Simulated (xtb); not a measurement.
C2HO (SMILES [CH-]=C=O), charge -1, singlet, geometry from GFN2-xTB. Base run: GFN0-xTB in xtb.

Geometry (Å):
```xyz
4

C      0.0179    -0.1269    -1.2276
C      0.0120    -0.0790    -0.0046
H      0.1009    -0.6788    -2.1291
O     -0.0351     0.2393     1.1903
```
Charge -1, spin multiplicity 1.
All else is at xtb's defaults.
Base energy -9.45204 Eh.

Variants of this job, named by their change:

```
change        ΔE vs base (mEh)  HOMO-LUMO gap (eV)
------------  ----------------  ------------------
base                     0.000                5.48
acc = 0.0001             0.000                5.48
etemp = 3000            -0.001                5.48
acc = 1000               0.000                5.48
etemp = 1000             0.000                5.48
acc = 0.1                0.000                5.48
acc = 30                 0.000                5.48
etemp = 10               0.000                5.48
```
